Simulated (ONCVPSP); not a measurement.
**silver: one change to an ONCV potential, before and after**

ONCVPSP 4.0.1 input, shortened (lines: element, Z, core and valence counts, functional; n l f; lmax; l rc ep ncon nbas qcut; lloc lpopt rc5 dvloc0; l nproj debl; icmod fcfact rcfact), PBE, scalar-relativistic:

```
  Ag 47.00    6    3        4      upf
    1    0    2.00
    2    0    2.00
    2    1    6.00
    3    0    2.00
    3    1    6.00
    3    2   10.00
    4    0    2.00
    4    1    6.00
    4    2   10.00
    3
    0    1.30    0.00    4    8    9.90
    1    1.60    0.00    3    7    9.80
    2    1.15    0.00    3    6    8.10
    3    1.50    0.03    4    7    8.60
    4    5    0.90    2.00
    0    2    0.90
    1    2    2.70
    2    2    1.50
    3    2    1.20
    1    0.70    0.00
```

In the s channel the program set the typed energies aside and used -3.795, 0.250 Ha.

All-electron outer shells of the reference configuration (PBE, scalar-relativistic, ld1.x):

| shell | level (eV) | outermost node (bohr) | outermost maximum (bohr) |
| --- | --- | --- | --- |
| 4s | -103.28 | 0.44 | 0.82 |
| 4p | -66.82 | 0.44 | 0.88 |
| 4d | -15.64 | 0.43 | 1.04 |

Change: s: qcut 7.6; p: qcut 7.5; d: qcut 6.2; f: qcut 6.6.

Cutoffs: the cutoffs (Ha) at which the residual kinetic energy of the hardest occupied pseudo-wave falls to 1 and 0.1 mHa per electron; they do not see the model core or the augmentation charge, which bear on the density cutoff. Errors are all-electron minus pseudo energies relative to the spin-unpolarised reference configuration.

How do hardness, ghosts and transferability respond?

The potential gets harder (36 Ha and 83 Ha → 92 Ha and 144 Ha); a bound ghost appears in d, which as a rule spoils a file; of the 4 tests that both files solve, the error grows in 3 and shrinks in 0 by more than 15 % and 0.3 meV (median size 2.0 → 5.1 meV).

```csv
quantity,base,changed
"cutoff, loose",36 Ha,92 Ha
"cutoff, tight",83 Ha,144 Ha
loose cutoff by channel,"s 36 Ha, p 18 Ha, d 32 Ha","s 27 Ha, p 19 Ha, d 92 Ha"
bound ghosts,none,d
GHOST(+) flags under 300 eV,s at 233.7 eV,s at 182.7 eV
"error for 4s2 4p6 4d10 5s1, meV [ΔE -7.76 eV]",+1.3,+1.1
"error for 4s2 4p6 4d9, meV [ΔE 22.11 eV]",-2.7,-6.4
"error for 4s2 4p6 4d8, meV [ΔE 58.31 eV]",-5.1,-13
"error for 4s2 4p6 4d9 5s1 5p1, meV [ΔE 0.81 eV]",+0.4,-3.8
s: phases at 1.32 bohr within 0.05 rad from the reference energy up to (Ha; the scan ends near 5),to the end of the scan,to the end of the scan
p: phases at 1.62 bohr within 0.05 rad from the reference energy up to (Ha; the scan ends near 5),to the end of the scan,to the end of the scan
d: phases at 1.17 bohr within 0.05 rad from the reference energy up to (Ha; the scan ends near 5),to the end of the scan,to the end of the scan
f: phases at 1.53 bohr within 0.05 rad from the reference energy up to (Ha; the scan ends near 5),to the end of the scan,4.6
"rms error of d²Exc/dni dnj with the model core, mHa",0.71,1.62
```

 A true bound ghost makes a file unfit for plane-wave use even where its test errors are small: the radial tests pick states by their node count and pass the ghost by.
